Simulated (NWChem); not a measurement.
System meant: CdH2; SMILES [CdH2]

Here is an NWChem input.

```
start job
memory heap 200 mb stack 900 mb global 1100 mb
geometry units angstroms noautoz
  Cd     0.000000     0.000000     0.000000
  H      0.000000     0.000000    -1.679845
  H      0.000000     0.000000     1.679845
end
basis spherical
  * library def2-svp
end
ecp
  Cd library def2-ecp
end
dft
  xc b3lyp
  iterations 150
end
tddft
  cis
  nroots 4
  notriplet
end
task tddft energy
```

End of the output:

```
 Vector   14  Occ=0.000000D+00  E= 1.796103D-02  Symmetry=a1g
              MO Center= -4.2D-09,  4.0D-09,  1.6D-16, r^2= 4.8D+00
   Bfn.  Coefficient  Atom+Function         Bfn.  Coefficient  Atom+Function
  ----- ------------  ---------------      ----- ------------  ---------------
     5      1.142052  1 Cd s                 33     -0.854684  2 H  s
    38     -0.854684  3 H  s                  4      0.520978  1 Cd s
    17      0.304956  1 Cd d  0              32     -0.253830  2 H  s
    37     -0.253830  3 H  s                  2     -0.186966  1 Cd s
     3     -0.156331  1 Cd s                  1      0.083111  1 Cd s

 center of mass
 --------------
 x =   0.00000000 y =   0.00000000 z =   0.00000000

 moments of inertia (a.u.)
 ------------------
          20.311931184663           0.000000000000           0.000000000000
           0.000000000000          20.311931184663           0.000000000000
           0.000000000000           0.000000000000           0.000000000000

     Multipole analysis of the density
     ---------------------------------

     L   x y z        total         alpha         beta         nuclear
     -   - - -        -----         -----         ----         -------
     0   0 0 0     -0.000000    -11.000000    -11.000000     22.000000

     1   1 0 0      0.000000      0.000000      0.000000      0.000000
     1   0 1 0     -0.000000     -0.000000     -0.000000      0.000000
     1   0 0 1      0.000000      0.000000      0.000000      0.000000

     2   2 0 0    -16.058711     -8.029356     -8.029356      0.000000
     2   1 1 0     -0.000000     -0.000000     -0.000000      0.000000
     2   1 0 1      0.000000      0.000000      0.000000      0.000000
     2   0 2 0    -16.058711     -8.029356     -8.029356      0.000000
     2   0 1 1      0.000000      0.000000      0.000000      0.000000
     2   0 0 2    -21.613915    -20.884070    -20.884070     20.154224

 ------------------------------------------------------------------------
 tddft_init: non-Abelian symmetry not permitted                   0
 ------------------------------------------------------------------------
 ------------------------------------------------------------------------
  current input line :
    23: task tddft energy
 ------------------------------------------------------------------------
 ------------------------------------------------------------------------
 There is an error related to the specified geometry
 ------------------------------------------------------------------------
 For more information see the NWChem manual at https://nwchemgit.github.io

0:tddft_init: non-Abelian symmetry not permitted:Received an Error in Communication
```

Q: Can this run be used? If not, why, and what is the fix?

A: The run crashed. Cause: the TDDFT module takes Abelian point groups alone, and the geometry was found to have a non-Abelian one. This input runs:
```
start job
memory heap 200 mb stack 900 mb global 1100 mb
geometry units angstroms noautosym nocenter noautoz
  Cd     0.000000     0.000000     0.000000
  H      0.000000     0.000000    -1.679845
  H      0.000000     0.000000     1.679845
end
basis spherical
  * library def2-svp
end
ecp
  Cd library def2-ecp
end
dft
  xc b3lyp
  iterations 150
end
tddft
  cis
  nroots 4
  notriplet
end
task tddft energy
```
It converges to -168.95059 Ha (B3LYP/def2-SVP with def2 effective core potentials on Cd, TDA).
